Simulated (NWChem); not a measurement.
Molecule: C$_{3}$H$_{2}$F$_{4}$; SMILES FC1(F)CC1(F)F

```xyz
9

F     -1.0982     1.3941    -0.3372
C      0.0000     0.7414     0.0338
F      1.0982     1.3941    -0.3372
C      0.0000     0.0000     1.3419
C      0.0000    -0.7414     0.0338
F      1.0982    -1.3941    -0.3372
F     -1.0982    -1.3941    -0.3372
H      0.9332     0.0000     1.9119
H     -0.9332     0.0000     1.9119
```
Atoms are numbered in this order, from 1.

Program: NWChem. Pople sets run with spherical d functions. All runs use the structure optimised with PBE0/def2-SVP. B3LYP is NWChem's, with the RPA form of VWN correlation. Atomic charges in e: unrestrained fits to the electrostatic potential beside Mulliken populations; buried atoms are poorly determined by the fit.

For level Hartree-Fock/6-31G*:

- Mulliken F1 = -0.40
- Mulliken C2 = 0.84
- Mulliken F3 = -0.40
- Mulliken C4 = -0.55
- Mulliken C5 = 0.84

**Question.** How do the values read with level B3LYP/def2-SVP instead?

**Answer.** 
| Quantity | Result |
|---|---|
| Mulliken F1 | -0.17 |
| Mulliken C2 | 0.31 |
| Mulliken F3 | -0.17 |
| Mulliken C4 | -0.10 |
| Mulliken C5 | 0.31 |
